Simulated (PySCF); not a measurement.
Stationary points of Sn(OH)₂

Method: PBE0/[Sn def2-TZVP with ECP28, O def2-TZVP, H def2-TZVP], scalar-relativistic core potentials, density fitting, no spin–orbit coupling, PySCF.

Relaxations began from a few typed shapes. The search is not exhaustive: other isomers or separated fragments can lie lower, and high-lying points may rest on an excited occupation.

Order these stationary points by electronic energy, lowest first, in kJ/mol from the lowest minimum.
A. singlet D∞h: O–H 0.961 Å (×2), Sn–O 2.043 Å (×2); H–O–Sn 180.0° (×2), O–Sn–O 180.0°
B. singlet C2v: O–H 0.960 Å (×2), Sn–O 1.981 Å (×2); H–O–Sn 118.8° (×2), O–Sn–O 99.7°

B (0.0), A (170.5).

Which of them are minima?

By energy in kJ/mol, 0.0: minimum; 170.5: saddle point, 2 imaginary modes.
